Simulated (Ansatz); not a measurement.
All numbers were calculated with Ansatz.

`[InH2][CH2]N1[SiH2][SiH2]1` at its PBE0-D4/def2-TZVP geometry, where that method's forces vanish. Total charge 0; spin multiplicity 1. In takes the def2 core potential.

| atom | x (Å) | y (Å) | z (Å) |
| --- | --- | --- | --- |
| In1 | -1.324 | -1.740 | 0.897 |
| C2 | -1.016 | -0.456 | -0.833 |
| N3 | 0.122 | 0.325 | -0.366 |
| Si4 | 0.467 | 1.848 | 0.395 |
| Si5 | 1.855 | 0.349 | -0.489 |
| H6 | -0.389 | -3.186 | 1.045 |
| H7 | -2.255 | -1.145 | 2.226 |
| H8 | -1.865 | 0.194 | -1.051 |
| H9 | -0.761 | -1.002 | -1.742 |
| H10 | 0.125 | 1.977 | 1.838 |
| H11 | 0.011 | 3.071 | -0.322 |
| H12 | 2.426 | 0.463 | -1.859 |
| H13 | 2.602 | -0.698 | 0.262 |

Question: For each bond, give half the difference of the two atoms' forces along it (eV/Å; positive pushes the atoms apart) under PBE-D4, r2SCAN-D4, B3LYP-D4, ωB97M-V in def2-TZVPP. (Best estimate.)

Answer: The calculation gave: 
| bond | length (Å) | PBE-D4 | r2SCAN-D4 | B3LYP-D4 | ωB97M-V |
| --- | --- | --- | --- | --- | --- |
| In1–C2 | 2.176 | 0.11 | 0.08 | 0.20 | -0.07 |
| In1–H6 | 1.728 | 0.04 | -0.04 | 0.00 | -0.05 |
| In1–H7 | 1.729 | 0.04 | -0.04 | -0.01 | -0.06 |
| C2–N3 | 1.457 | -0.13 | 0.17 | 0.19 | 0.38 |
| C2–H8 | 1.091 | 0.08 | -0.07 | -0.14 | -0.10 |
| C2–H9 | 1.091 | 0.08 | -0.07 | -0.14 | -0.10 |
| N3–Si4 | 1.737 | 0.30 | 0.04 | 0.05 | -0.07 |
| N3–Si5 | 1.737 | 0.29 | 0.03 | 0.04 | -0.07 |
| Si4–Si5 | 2.226 | 0.24 | 0.12 | 0.24 | 0.15 |
| Si4–H10 | 1.489 | -0.01 | -0.05 | -0.12 | -0.13 |
| Si4–H11 | 1.489 | 0.01 | -0.04 | -0.12 | -0.13 |
| Si5–H12 | 1.489 | 0.01 | -0.04 | -0.11 | -0.13 |
| Si5–H13 | 1.489 | -0.01 | -0.05 | -0.12 | -0.13 |

B3LYP here is the variant with VWN-RPA as its local correlation; programs differ in this.
